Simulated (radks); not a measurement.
Results of a calculation; reference values are marked as such.
Initial-state core-level shifts of the ytterbium ion Yb+ when its valence configuration changes from [Xe] 4f14 6s1. Code: a radial shooting solver on a logarithmic mesh with Libxc functionals. Model: Dirac Kohn-Sham, BLYP, spin-unpolarised, spherical densities, finite nucleus; open shells are shared between the two j in proportion to 2j + 1; Fermi nuclear charge, rms radius 5.3108 fm. Shifts are changes of the shell-averaged eigenvalues in eV (positive: less bound); the change of the density at the nucleus, which sets a Mossbauer isomer shift, is in e/bohr^3, on a base of 1.027e+06.

valence,1s,3p,4s,5p,density at nucleus
4f14 5d1,+1.216,+1.250,+1.270,+1.360,-49.2
4f13 5d1 6s1,-6.715,-7.922,-7.698,-3.463,+44.6
4f13.5 6s1.5,-4.115,-4.693,-4.617,-2.661,+50.9
4f13 5d1 6p1,-8.119,-9.298,-9.081,-4.834,-8.2
4f13.5 5d1 6s0.5,-2.462,-2.996,-2.900,-0.928,-6.3
4f14 6p1,-1.466,-1.424,-1.435,-1.470,-47.7
4f13.5 5d0.5 6s1,-3.233,-3.789,-3.703,-1.743,+21.1
4f13 6s1 6p1,-10.207,-11.441,-11.239,-6.912,+57.2
4f13 5d0.5 6s1 6p0.5,-8.407,-9.627,-9.414,-5.144,+50.5
